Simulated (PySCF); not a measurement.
Does the structure fit the spectrum?

A compound C6H9FSi gives the data below (simulated from a calculation) and was assigned the structure `CCC1=C[SiH2]C=C1F`.

13C{1H} NMR (computed): δ 160.8 (C), 146.0 (CH), 142.3 (CH), 141.8 (C), 37.4 (CH2), -5.5 (CH3).

1H NMR (400 MHz, computed): δ 6.66 (m, 1H), 6.44 (m, 1H), 4.49 (m, 2H), 3.27 (m, 2H), 0.35 (t, 3H).

- coordinates at the GFN2-xTB level
- shielding tensors at PBE0/pcSseg-1 (GIAO)
- program: PySCF
- relativity neglected, averaged over atoms made equivalent by symmetry, fast rotation or ring inversion, one computed conformer, no solvent model

Shifts are taken against calculated references (same method and geometry level): 1H, 13C vs TMS.

(1) Compare with the shifts computed for the proposed structure, pairing carbons in order of shift.

(2) Which isomer fits?

Answers

(1) Mapped SMILES: `[CH3:1][CH2:2][C:3]1=[CH:4][SiH2:5][CH:6]=[C:7]1[F:8]`. Hydrogens are named by the atom that carries them.

| atom | computed for proposal | given list | difference |
| --- | --- | --- | --- |
| C7 | 180.8 | 160.8 | +20.0 |
| C3 | 168.5 | 146.0 | +22.5 |
| C4 | 128.5 | 142.3 | -13.8 |
| C6 | 100.7 | 141.8 | -41.1 |
| C2 | 31.3 | 37.4 | -6.1 |
| C1 | 17.9 | -5.5 | +23.4 |

The rms difference is 23.7 ppm and the largest -41.1 ppm at C6 (alkene CH). The carbon types in order of shift don't match either: C, C, CH, CH, CH2, CH3 for the proposal against C, CH, CH, C, CH2, CH3 in the data. The proposal doesn't fit.

(2) SMILES C(/[SiH2]C)(F)=C1/C=CC1.

- Carbon types of the structure: 2 × C, 2 × CH, 1 × CH2, 1 × CH3, leaving 2 H on heteroatoms.
- δC 160.8, 141.8: fully substituted alkene carbon; an sp2 carbon of a C=C bond.
- δC 146.0, 142.3: alkene CH; an sp2 carbon of a C=C bond.
- δC 37.4: allylic sp3 CH2; saturated and bonded to C and H only.
- δH 0.35: hydrogen on a methyl carbon bonded to Si; an electropositive neighbour shields it, as in TMS itself.

This is the structure that produced the data.

Splittings by 19F in the carbon and heteronuclear signals aren't shown, as no couplings were computed. Shifts are as computed. Against solution values, carbons near 30 ppm lie about +3 ppm off and those near 130 ppm about +5 ppm. Of 1309 compounds with measured shifts, 239 miss one by over three times the rms of a fit or turn the order of signals round; such compounds aren't used in these exercises. Multiplicities follow the n + 1 count of equivalent neighbours, as no J values were calculated; m marks all less simple cases, F and P coupling included.
